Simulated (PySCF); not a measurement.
MoMe4, C4H12Mo (triplet state).
Bonds: Mo1–C2, Mo1–C6, Mo1–C10, Mo1–C14. Hydrogens: H3, H4, H5 on C2; H7, H8, H9 on C6; H11, H12, H13 on C10; H15, H16, H17 on C14.

Theory: PySCF 2.14.0, PBE0-D3(BJ)/def2-SVP geometry optimisation, gas phase, def2 core potentials past Kr.

Task: What internal coordinates does the optimisation give?

Result: 
```csv
bond,length (bohr)
Mo1–C2 and 3 like bonds,3.942
C2–H3 and 11 like bonds,2.090
```

Bonds in one row agree within 0.02 bohr and their mean is given. A selection of angles:
```csv
angle,degrees
C2–Mo1–C6,109.3
Mo1–C2–H3,110.9
H3–C2–H4,108.2
```

Mo1 (molybdenum bonded to 4 C) is tetrahedral (angles from 109.2° to 109.7°). All 4 C–Mo bonds measure 2.085 to 2.086 Å.

Point group: Td (every atom within 0.08 Å of its image). No PBE0-D3(BJ)/def2-SVP frequencies stand behind this structure, so it isn't proved a minimum. ⟨S²⟩ = 2.019 (exact for a triplet: 2.00).

Caution for open-shell metal species: one SCF solution and one stationary point were followed, and a lower state or a bent or distorted shape isn't ruled out.
